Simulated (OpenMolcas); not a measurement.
## AlGeH4Cl: a line through the functionals

AlGeH4Cl has 7 atoms, charge 0, and is taken as a singlet. SMILES: `[Cl][AlH][GeH3]`. Geometry: relaxed at PBE0-D4/def2-TZVP.

The dipole moment y, in D, basis def2-SVP; a is the functional's share of exact exchange. Programs: OpenMolcas 26.06.

| functional | program | a | y (D) |
| --- | --- | --- | --- |
| TPSS | OpenMolcas | 0 | 0.97 |
| PBE | OpenMolcas | 0 | 0.92 |
| B3LYP | OpenMolcas | 0.2 | 0.98 |
| PBE0 | OpenMolcas | 0.25 | ? |
| BHLYP | OpenMolcas | 0.5 | 1.14 |

Question: Fit y = c + s·a to the known rows and predict PBE0.

Answer: 
1. Means of the 4 rows: a = 0.1750, y = 1.002.
2. Σ(Δa)² = 0.1675, Σ(Δa·Δy) = 0.06425, so the slope is 0.06425/0.1675 = 0.38358.
3. Intercept: 1.002 − (0.38358) × 0.1750 = 0.935. The largest residual of the fit is 0.035.
4. PBE0: 0.935 + (0.38358) × 0.25 = 1.03 D.

The run gave 1.09 D, so the prediction is off by -0.06 D, more than the largest residual. More exact exchange makes the molecule more polar here. The rows mix families of semi-local functionals, which the line can't see.
